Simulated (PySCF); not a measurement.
# Working out the ionisation energy of Co

Co [Ar] 3d7 4s2 (4F) → Co+ [Ar] 3d8 (3F). Calculation: PySCF 2.14, in pcseg-2 (6s4p3d2f1g, 56 functions); no relativity, point nucleus. Frozen: [Ar]. Energies in hartree (1 hartree = 27.21139 eV):

```tsv
part	Co (lower)	Co+ (upper)
UHF	-1381.400413	-1381.109616
MP2 opposite-spin	-0.131691	-0.154784
MP2 same-spin	-0.082964	-0.093708
```

Task: What does Hartree-Fock give?

Result: (-1381.109616) − (-1381.400413) = 0.290797 hartree = 7.913 eV.

Task: What do MP2 and SCS-MP2 (6/5 opposite-spin, 1/3 same-spin) give?

Result: The opposite-spin parts differ by -0.628 eV and the same-spin parts by -0.292 eV. MP2: 7.913 + (-0.628) + (-0.292) = 6.993 eV. SCS-MP2: 7.913 + 1.2 × (-0.628) + (-0.292)/3 = 7.062 eV.

Measured between the centres of the two terms (NIST): 7.869 eV, so MP2 (valence) is off by -0.876 eV.

The calculation is non-relativistic.

What remains against the reference includes basis incompleteness, the frozen core and correlation beyond second order.
